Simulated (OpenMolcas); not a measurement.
Pm2+ among 8 point charges of -1 e arranged as a cube (Oh).

```json
{
 "Program": "OpenMolcas",
 "Method": "CASSCF",
 "Basis": "ANO-RCC-VDZP [7s6p4d2f1g]",
 "Scalar Hamiltonian": "DKH2, point nucleus",
 "Active space": "5 electrons in 7 orbitals (4f)",
 "State averaging": "2S+1 = 6 odd, 21 roots; 2S+1 = 4 odd, 128 roots kept (CI in the orbitals of an earlier block, 108 in the spin-orbit step); 2S+1 = 2 odd, 150 roots kept (CI in the orbitals of an earlier block, 41 in the spin-orbit step)",
 "Spin-orbit coupling": "state interaction with AMFI integrals over the reference wave functions"
}
```

All point charges move together. At R = 2.43 Å the width of the lowest J multiplet is 104 cm-1, and at R = 2.82 Å it is 54 cm-1.

A third run gives 76 cm-1. What distance was it run at?

With a power law R^-n the two known points give n = -ln(54 / 104) / ln(2.82 / 2.43) = 4.40. Then R = 2.43 × (104 / 76)^(1/4.40) = 2.610 Å. The run was at 2.61 Å, so the estimate is off by 0 Å.

High states are left out of the spin-orbit mixing, which shifts the levels that they would mix with. Point charges carry no covalency, so the field is a model and not that of real ligands. A group larger than the point group allows holds several states that coincide in this model. No measured value stands beside these numbers.
